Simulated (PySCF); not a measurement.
Computed shifts of a molecule C₃H₃BrF₂, B3LYP/pcSseg-1 run with PySCF, GIAO, gas phase, atoms alike by connectivity averaged where their shifts nearly agree, in ppm (number of nuclei): ¹⁹F: -135.6 (2). ¹³C: 141.5 (1), 141.5 (1), 120.2 (1). ¹H: 6.97 (1), 6.77 (1), 6.52 (1). References: ¹⁹F against CFCl3 (σ = 161.7 ppm); ¹³C against TMS (σ = 181.3 ppm); ¹H against TMS (σ = 31.68 ppm), references at their B3LYP-D3(BJ)/def2-TZVP geometries, non-relativistic (without spin–orbit terms, shifts of atoms bonded to Cl or Br come out too high). Geometry: B3LYP-D3(BJ)/def2-SVP. One conformer was computed; it need not be the lowest.

### Question
Which structure fits?
(A) FC1(F)C[C@@H]1Br
(B) FC(F)/C=C\Br
(C) F[C@@H]1[C@H](F)[C@H]1Br
(D) C=C(Br)C(F)F

### Answer
B, FC(F)/C=C\Br
